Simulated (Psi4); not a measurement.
CH3O (SMILES [CH2]O), doublet, at a GFN2-xTB geometry; CCSD/6-31G (Psi4 1.11).

Here is a job for Psi4.
```
memory 2 GB

molecule {
0 2
C     0.68555475    0.02506030   -0.03326015
O    -0.67125356   -0.12186477   -0.00544343
H    -1.09819889    0.73923507   -0.05875489
H     1.12820553    0.97457786    0.20251259
H     1.22669342   -0.88925661    0.09935069
}

set {
  basis 6-31g
  reference uhf
}

energy('ccsd')
print_variables()
```

It wrote (shortened):

```
   => Loading Basis Set <=

    Name: 6-31G
    Role: ORBITAL
    Keyword: BASIS

         ---------------------------------------------------------
                                   SCF
               by Justin Turney, Rob Parrish, Andy Simmonett
                          and Daniel G. A. Smith
                              UHF Reference
         ---------------------------------------------------------

  ==> Geometry <==

    Molecular point group: c1
    Full point group: C1

    Geometry (in Angstrom), charge = 0, multiplicity = 2:

       Center              X                  Y                   Z               Mass
    ------------   -----------------  -----------------  -----------------  -----------------
         C            0.725642343624     0.051415133342    -0.025484818034    12.000000000000
         O           -0.631165966376    -0.095509936658     0.002331901966    15.994914619570
         H           -1.058111296376     0.765589903342    -0.050979558034     1.007825032230
         H            1.168293123624     1.000932693342     0.210287921966     1.007825032230
         H            1.266781013624    -0.862901776658     0.107126021966     1.007825032230

  Running in c1 symmetry.

  Rotational constants: A =      6.58182  B =      0.99696  C =      0.87148 [cm^-1]
  Rotational constants: A = 197318.07437  B =  29888.23476  C =  26126.33110 [MHz]
  Nuclear repulsion =   35.348974807386753

  Charge       = 0
  Multiplicity = 2
  Electrons    = 17
  Nalpha       = 9
  Nbeta        = 8

  ==> Algorithm <==

  SCF Algorithm Type is PK.
  DIIS enabled.
  MOM disabled.
  Fractional occupation disabled.
  Guess Type is SAD.
  Energy threshold   = 1.00e-08
  Density threshold  = 1.00e-08
  Integral threshold = 1.00e-12

  ==> Primary Basis <==

  Basis Set: 6-31G
    Blend: 6-31G
    Number of shells: 16
    Number of basis functions: 24
    Number of Cartesian functions: 24
    Spherical Harmonics?: false
    Max angular momentum: 1

  ==> Integral Setup <==

  Using in-core PK algorithm.
   Calculation information:
      Number of atoms:                   5
      Number of AO shells:              16
      Number of primitives:             40
      Number of atomic orbitals:        24
      Number of basis functions:        24

      Integral cutoff                 1.00e-12
      Number of threads:                 1

  Performing in-core PK
  Using 90300 doubles for integral storage.
  We computed 9315 shell quartets total.
  Whereas there are 9316 unique shell quartets.

  ==> DiskJK: Disk-Based J/K Matrices <==

    J tasked:                  Yes
    K tasked:                  Yes
    wK tasked:                  No
    Schwarz Cutoff:          1E-12

  Minimum eigenvalue in the overlap matrix is 2.5832742136E-02.
  Reciprocal condition number of the overlap matrix is 6.4973122074E-03.
    Using symmetric orthogonalization.

  ==> Pre-Iterations <==

  SCF Guess: Superposition of Atomic Densities via on-the-fly atomic UHF (no occupation information).

   -------------------------
    Irrep   Nso     Nmo
   -------------------------
     A         24      24
   -------------------------
    Total      24      24
   -------------------------

  ==> Iterations <==

                        Total Energy        Delta E     RMS |[F,P]|

   @UHF iter SAD:  -113.71546002960059   -1.13715e+02   0.00000e+00
   @UHF iter   1:  -114.31465743796328   -5.99197e-01   1.18375e-02 ADIIS/DIIS
   @UHF iter   2:  -114.35145148265384   -3.67940e-02   5.93196e-03 ADIIS/DIIS
   @UHF iter   3:  -114.35972358482046   -8.27210e-03   1.65001e-03 ADIIS/DIIS
   @UHF iter   4:  -114.36107010329201   -1.34652e-03   5.29574e-04 ADIIS/DIIS
   @UHF iter   5:  -114.36137042191348   -3.00319e-04   2.87288e-04 ADIIS/DIIS
   @UHF iter   6:  -114.36147160811427   -1.01186e-04   1.02938e-04 ADIIS/DIIS
   @UHF iter   7:  -114.36148357306320   -1.19649e-05   3.07933e-05 DIIS
   @UHF iter   8:  -114.36148447048343   -8.97420e-07   9.88060e-06 DIIS
   @UHF iter   9:  -114.36148457667528   -1.06192e-07   3.33740e-06 DIIS
   @UHF iter  10:  -114.36148459029793   -1.36227e-08   8.58364e-07 DIIS
   @UHF iter  11:  -114.36148459111809   -8.20151e-10   2.77793e-07 DIIS
   @UHF iter  12:  -114.36148459120598   -8.78941e-11   8.62597e-08 DIIS
   @UHF iter  13:  -114.36148459121507   -9.09495e-12   2.34885e-08 DIIS
   @UHF iter  14:  -114.36148459121561   -5.40012e-13   5.63598e-09 DIIS
  Energy and wave function converged.

  ==> Post-Iterations <==

   @Spin Contamination Metric:   1.098591362E-02
   @S^2 Expected:                7.500000000E-01
   @S^2 Observed:                7.609859136E-01
   @S   Expected:                5.000000000E-01
   @S   Observed:                5.000000000E-01

    Orbital Energies [Eh]
    ---------------------

    Alpha Occupied:

[...]
    Alpha Virtual:

[...]
    Beta Occupied:

[...]
    Beta Virtual:

[...]
      24A      1.928372

    Final Occupation by Irrep:
              A
    DOCC [     8 ]
    SOCC [     1 ]
    NA   [     9 ]
    NB   [     8 ]

  @UHF Final Energy:  -114.36148459121561

   => Energetics <=

    Nuclear Repulsion Energy =             35.3489748073867531
    One-Electron Energy =                -226.0228846701591578
    Two-Electron Energy =                  76.3124252715567906
    Total Energy =                       -114.3614845912156142

  UHF NO Occupations:
  HONO-2 :    7  A 1.9988918
  HONO-1 :    8  A 1.9971956
  HONO-0 :    9  A 1.0000000
  LUNO+0 :   10  A 0.0028044
  LUNO+1 :   11  A 0.0011082
  LUNO+2 :   12  A 0.0010450
  LUNO+3 :   13  A 0.0004990

Computation Completed

Properties will be evaluated at   0.000000,   0.000000,   0.000000 [a0]

Properties computed using the SCF density matrix

 Multipole Moments:

 ------------------------------------------------------------------------------------
     Multipole            Electronic (a.u.)      Nuclear  (a.u.)        Total (a.u.)
[...]
    Reference energy    (file100) = -114.361484591215685

    Input parameters:
    -----------------
    Wave function   =     CCSD
    Reference wfn   =     UHF
    Brueckner       =     No
    Maxiter         =     50
    R_Convergence   =     1.0e-07
    E_Convergence   =     1.0e-06
    Restart         =     Yes
    DIIS            =     Yes
    AO Basis        =     NONE
    ABCD            =     NEW
    Cache Level     =     2
    Cache Type      =     LRU
    Print Level     =     1
    Num. of threads =     1
    # Amps to Print =     10
    Print MP2 Amps? =     No
    Analyze T2 Amps =     No
    Print Pair Ener =     No
    Local CC        =     No
    SCS-MP2         =     False
    SCSN-MP2        =     False
    SCS-CCSD        =     False

MP2 correlation energy -0.1971013801893570
                Solving CC Amplitude Equations
                ------------------------------
  Iter             Energy              RMS        T1Diag      D1Diag    New D1Diag    D2Diag
  ----     ---------------------    ---------   ----------  ----------  ----------   --------
     0        -0.197101380189357    0.000e+00    0.000000    0.000000    0.000000    0.000000
     1        -0.205342214211000    6.218e-02    0.011191    0.000000    0.000000    0.000000
     2        -0.213137836481181    2.209e-02    0.014241    0.000000    0.000000    0.000000
     3        -0.215329981233632    1.203e-02    0.017644    0.000000    0.000000    0.000000
     4        -0.215326999561129    4.529e-03    0.019224    0.000000    0.000000    0.000000
     5        -0.215298813080216    1.404e-03    0.019677    0.000000    0.000000    0.000000
     6        -0.215296249338376    4.683e-04    0.019819    0.000000    0.000000    0.000000
     7        -0.215288011555869    1.500e-04    0.019833    0.000000    0.000000    0.000000
     8        -0.215287877172902    6.572e-05    0.019843    0.000000    0.000000    0.000000
     9        -0.215287773477131    2.285e-05    0.019847    0.000000    0.000000    0.000000
    10        -0.215287852451459    9.543e-06    0.019846    0.000000    0.000000    0.000000
    11        -0.215287935858490    3.874e-06    0.019847    0.000000    0.000000    0.000000
    12        -0.215287995419777    1.922e-06    0.019847    0.000000    0.000000    0.000000
    13        -0.215288015822393    7.711e-07    0.019847    0.000000    0.000000    0.000000
    14        -0.215288016941849    3.146e-07    0.019847    0.000000    0.000000    0.000000
    15        -0.215288011672197    1.241e-07    0.019847    0.000000    0.000000    0.000000
    16        -0.215288010934918    4.615e-08    0.019847    0.000000    0.000000    0.000000

    Iterations converged.

    Largest TIA Amplitudes:
              7   2         0.0105458099
              3   1        -0.0091869043
              4   0        -0.0072501931
              6   4        -0.0067560520
              8   4        -0.0062797725
              6  10         0.0058157710
              4  12         0.0050518967
              7   3        -0.0048222857
              4  13         0.0046672253
              5  14        -0.0046006824

    Largest Tia Amplitudes:
              7   0         0.0508404517
              6   0         0.0500009323
              7   7         0.0122385904
              6   7         0.0114719292
              5   3        -0.0053326792
              7   2        -0.0052953261
              3   4         0.0051723112
              6   1        -0.0048870411
              4  14         0.0048716362
              4  10         0.0046194185

    Largest TIJAB Amplitudes:
      8   5   5   4        -0.0130357443
      8   5   4   2         0.0122422388
      8   3   4   1        -0.0108609747
      5   4   5   2         0.0103598558
      8   7   4   2         0.0101548706
      7   5   6   3        -0.0086108599
      7   5   6   5        -0.0086057503
      8   4   4   2        -0.0085203471
      8   5   6   4        -0.0083011708
      6   5  12  10        -0.0080019632

    Largest Tijab Amplitudes:
      6   5   4   0        -0.0130892768
      6   4   4   0        -0.0124703756
      7   5   4   0        -0.0116900658
      7   6   6   0        -0.0114465268
      6   5   5   0        -0.0107945135
      7   4   4   0        -0.0107805057
      7   5   5   0        -0.0104429690
      5   4   5   3         0.0099031756
      7   6   5   0         0.0096408200
      7   6  12   9        -0.0086297842

    Largest TIjAb Amplitudes:
      8   3   1   0        -0.0306912566
      6   6  10  12        -0.0236237235
      4   4   0   1        -0.0225439227
      6   7  10  12        -0.0208219804
      5   5   2   3        -0.0203702504
      8   3   4   2        -0.0193896580
      4   4   3   4        -0.0191409159
      5   5   3   4        -0.0187207609
      3   3   1   2        -0.0180797082
      5   5   5   5        -0.0170903749

    SCF energy       (wfn)                    = -114.361484591215614
    Reference energy (file100)                = -114.361484591215685

    Opposite-spin MP2 correlation energy      =   -0.151117757438539
    Same-spin MP2 correlation energy          =   -0.045983622750818
    Singles MP2 correlation energy            =   -0.000000000000000
    MP2 correlation energy                    =   -0.197101380189357
      * MP2 total energy                      = -114.558585971405037

    Opposite-spin CCSD correlation energy     =   -0.175916106852339
    Same-spin CCSD correlation energy         =   -0.039371904082579
    Singles CCSD correlation energy           =    0.000000000000000
    CCSD correlation energy                   =   -0.215288010934918
      * CCSD total energy                     = -114.576772602150598

  Variable Map:
  ----------------------------------------------------------------------------
[...]
  Array Variable Map:
  ----------------------------------------------------------------------------
[...]
[...]
```
